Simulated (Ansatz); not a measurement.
Basis-set extrapolation for CH3ClO2Si, SMILES `O[Si@@H]1O[C@@H]1Cl` (PBE0-D4/def2-TZVP geometry, frozen core, the Gaussian-basis code of Ansatz). Multiplicity 1, RHF reference.

|  | def2-TZVPP | def2-QZVPP |
| --- | --- | --- |
| HF | -937.913034 | -937.944416 |
| MP2 correlation | -0.941964 | -1.020375 |
| CCSD(T) correlation | -1.011308 | not run |

Energies in hartree. Use E(X) = E(∞) + A·exp(−7.88·√X) for Hartree–Fock and E(X) = E(∞) + B·X^(−2.97) for correlation, with X = 3 and 4, and add CCSD(T) minus MP2 of the smaller set to the MP2 limit.

**Question.** What is the CCSD(T) energy at the basis-set limit?

**Answer.** HF limit: -937.944416 + (-0.031382) × 0.13774 = -937.94874. MP2 limit: -1.020375 + (-0.078411) × 0.74074 = -1.07846. Higher-order term: -1.011308 − (-0.941964) = -0.06934. Total: -939.09654 hartree, 4.69 eV below CCSD(T)/def2-TZVPP.
